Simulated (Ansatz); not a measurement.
Process, species as SMILES: C[Si](C)(C)N + 4 [H][H] (H2) -> 3 C (CH4) + N (NH3) + [SiH4] (SiH4)
Each molecule is optimised on its own at B3LYP-D3(BJ)/def2-TZVP (Ansatz, a quantum-chemistry and plane-wave program), one conformer each, not searched for the lowest.

Property: energy of full hydrogenation (electronic energy difference), in kcal/mol. Cores are frozen in the correlated levels unless marked. No spin-orbit coupling. No relativistic terms. Basis-set limits of correlation are two-point, X^-3; Hartree-Fock from the larger set.

| level | program | energy of full hydrogenation (kcal/mol) |
|---|---|---|
| HF/cc-pV(T+d)Z | Ansatz | -30.0 |
| r2SCAN/def2-TZVPD | Ansatz | -10.2 |

Task: What does CCSD(T)/CBS(cc-pV(T+d)Z,cc-pV(Q+d)Z) (Ansatz) give?

Result: -9.7 kcal/mol, so r2SCAN/def2-TZVPD differs from it by -0.5 kcal/mol.
